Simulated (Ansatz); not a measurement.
Job for Ansatz (an electronic-structure program): R-CCSD(T)/cc-pV(T+d)Z on H2O3Si (SMILES O=[Si](O)O). The basis file is the Basis Set Exchange's JSON of that set.

Ansatz 0.2 input:
```yaml
crystal:
  periodic: [false, false, false]
  atoms:
    - {symbol: O, position_ang: [-1.31029376, -0.36748056, -0.10314392]}
    - {symbol: Si, position_ang: [-0.07416311, 0.65504500, 0.13718949]}
    - {symbol: O, position_ang: [1.36191132, -0.08811181, 0.00778402]}
    - {symbol: O, position_ang: [-0.24046609, 2.12365737, 0.44470514]}
    - {symbol: H, position_ang: [-1.16868144, -1.29753954, -0.29724349]}
    - {symbol: H, position_ang: [1.43179308, -1.02567045, -0.18929124]}
basis:
  gaussian:
    orbitals: cc-pV_T+d_Z.json
magnetization: {spin_polarized: false}
correlation: {method: ccsd_t, electrons: outside_noble_gas}
scf: {lower_state_search: off}
```

Question: What total energy does the run end on?

Answer: -515.7657 hartree (reference determinant -514.9042, T1 diagnostic 0.015).

Question: How many basis functions does it have, and what does it roughly cost on one machine?

Answer: 157 functions; around 13 core-seconds (rough).
